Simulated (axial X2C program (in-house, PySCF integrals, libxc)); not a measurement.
**CaNi: from the spin-free to the two-component result**

Calculated with an in-house all-electron X2C program for linear molecules (integrals from PySCF). Spin-free means the one-electron spin-free X2C Hamiltonian; two-component (2c) means X2C with spin–orbit coupling and atomic mean-field two-electron Coulomb and Gaunt terms, so the difference of the two also holds small scalar two-electron terms. Basis: Ni dyall-cv3z [9s9p6d3f2g], Ca dyall-cv3z [11s12p6d4f] (cores contracted in-house); Gaussian nuclei, density fitting, unrestricted open shells. Masses: Ni 57.935 u, Ca 39.963 u.

Spin-free state: M_S = 1, Λ = 2 (beyond evenly filled blocks: σα, δ+α, δ+β, δ-α); fragments Ni + Ca.

| level | Re (Å) | ωe (cm⁻¹) | De (eV) | μ (D) |
| --- | --- | --- | --- | --- |
| PBE0 | 2.669 | 198.2 | 1.121 | 1.50 |
| HF | 3.036 | 134.8 | -1.275 | 1.10 |
| CCSD | 2.758 | 190.7 | 0.608 | n/a |
| CCSD(T) | 2.715 | 202.6 | n/a | n/a |
| B3LYP | 2.663 | 199.4 | 1.096 | 1.98 |

Correlated methods: 12 electrons correlated (number of frozen shells: Ni 3 s, 2 p; Ca 3 s, 2 p), 302 virtual spin orbitals or spinors in MP2, 90 natural virtuals in coupled cluster.

Dipoles are positive if Ca is the positive end.

Two-component determinant lowest at the distance of the search:

Ω = 3 (⟨Sz⟩ = 1.00, ⟨Lz⟩ = 2.00 at HF); fragments Ni + Ca.

```json
{"level": "PBE0", "Re (Å)": "2.669", "ωe (cm⁻¹)": "198.1", "De (eV)": "n/a", "μ (D)": "1.50"}
{"level": "HF", "Re (Å)": "3.037", "ωe (cm⁻¹)": "134.7", "De (eV)": "-1.311", "μ (D)": "1.10"}
{"level": "CCSD", "Re (Å)": "2.758", "ωe (cm⁻¹)": "190.8", "De (eV)": "0.569", "μ (D)": "n/a"}
{"level": "CCSD(T)", "Re (Å)": "2.715", "ωe (cm⁻¹)": "202.5", "De (eV)": "n/a", "μ (D)": "n/a"}
{"level": "B3LYP", "Re (Å)": "2.663", "ωe (cm⁻¹)": "199.4", "De (eV)": "n/a", "μ (D)": "1.98"}
```

**Question.** From the two tables, how do the constants change at the CCSD(T) level (2c against spin-free)?

**Answer.** At the CCSD(T) level Re is unchanged within 0.001 Å and ωe doesn't move by more than 0.2 cm⁻¹.

Occupations by symmetry block were frozen at the best pattern of an incomplete PBE0 search. De is counted from the lowest determinant-based energies of the atoms at the same level, without counterpoise correction. De is not given where an atomic determinant may have missed its ground term or J level, or where the truncated virtual space spoils (T). Density functionals use the spin component along the axis (collinear). CCSD and (T) use frozen natural virtuals with an MP2 correction for the truncation; (T) itself is uncorrected, so its De runs slightly low. PBE0 can misorder states that lie within some tenths of an eV, so this need not be the ground state of the molecule. The nearest other spin-free determinant of the search, M_S = 0, Λ = 2, lies 0.05 eV up at the distance of the search. Without a current term, density functionals place determinants with orbital angular momentum somewhat too high. With several unpaired electrons one determinant need not be a pure state. A state of lower Ω lies just above, and one determinant can place such states too high, so the state shown need not be the lowest. The search has Ω = 2 only 0.05 eV up. The outer-core s and p shells of the metal are frozen in the correlated rows, which leaves out core–valence correlation; for alkali and alkaline-earth bonds that tends to lengthen them. The determinant is spin-polarised beyond a pure state at some levels (its spin-free form has ⟨S²⟩ too high), which makes Re and μ there less reliable. The T1 diagnostic is large, a sign of multireference character.
